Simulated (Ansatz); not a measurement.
A structure relaxed at PBE0-D4/def2-TZVP, charge 0, multiplicity 1:

```json
{"atom": "C1", "x (Å)": "0.423", "y (Å)": "2.003", "z (Å)": "-0.344"}
{"atom": "Te2", "x (Å)": "0.152", "y (Å)": "0.968", "z (Å)": "1.507"}
{"atom": "C3", "x (Å)": "-0.225", "y (Å)": "-1.005", "z (Å)": "0.756"}
{"atom": "C4", "x (Å)": "-0.229", "y (Å)": "-1.170", "z (Å)": "-0.728"}
{"atom": "N5", "x (Å)": "-0.436", "y (Å)": "-1.988", "z (Å)": "1.515"}
{"atom": "H6", "x (Å)": "0.621", "y (Å)": "3.042", "z (Å)": "-0.081"}
{"atom": "H7", "x (Å)": "-0.481", "y (Å)": "1.948", "z (Å)": "-0.944"}
{"atom": "H8", "x (Å)": "1.276", "y (Å)": "1.597", "z (Å)": "-0.882"}
{"atom": "H9", "x (Å)": "0.734", "y (Å)": "-0.882", "z (Å)": "-1.155"}
{"atom": "H10", "x (Å)": "-0.993", "y (Å)": "-0.539", "z (Å)": "-1.187"}
{"atom": "H11", "x (Å)": "-0.432", "y (Å)": "-2.215", "z (Å)": "-0.964"}
{"atom": "H12", "x (Å)": "-0.409", "y (Å)": "-1.759", "z (Å)": "2.507"}
```

Q: Give its formula and SMILES.

A: C3H7NTe, `C[Te]C(C)=N`.

Q: Point group (tolerance 0.08 Å, 0.16 Å for H)?

A: Cs.

Q: Summarise the bond lengths by kind.

A: 2 × C–Te 2.138 to 2.145 Å; 6 × C–H 1.087 to 1.093 Å; 1 × C–C 1.493 Å; 1 × C–N 1.260 Å; 1 × H–N 1.018 Å.

Program: Ansatz 0.2.0.
